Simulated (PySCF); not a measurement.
# Germanium: a sound run and one with changed settings

Sound run: Ge⁺ [Ar] 3d10 4s2 4p1, Ge²⁺ [Ar] 3d10 4s2. Computed with PySCF 2.14 in jorge-DZP-DKH, with the spin-free X2C one-electron Hamiltonian (Gaussian nucleus). The sound run starts from symmetry-adapted Hartree-Fock orbitals and uses a fine grid where one is needed.

A second run was set up differently.

```
species  method  sound run (hartree)  changed run (hartree)  converged
    Ge⁺     UHF          -2096.66301            -2096.66301        yes
    Ge⁺  M06-2X          -2098.40518            -2098.40182        yes
    Ge⁺    TPSS          -2098.27643            -2098.27596        yes
   Ge²⁺     UHF          -2096.10960            -2096.10960        yes
   Ge²⁺  M06-2X          -2097.83576            -2097.83576        yes
   Ge²⁺    TPSS          -2097.70346            -2097.70346        yes
```

Ionisation energy of Ge⁺:

```tsv
method	sound run (eV)	changed run (eV)
UHF	15.059	15.059
M06-2X	15.495	15.403
TPSS	15.591	15.578
```

Q: What was changed?
A. minimal basis
B. basis contracted for another Hamiltonian
C. too few SCF iterations
D. angular grid far too coarse

A: D. It used 14 angular points. A coarse angular grid integrates products of high-l functions wrongly, so density functionals can shift, and the SCF can exploit the error; Hartree-Fock and MP2 need no grid.
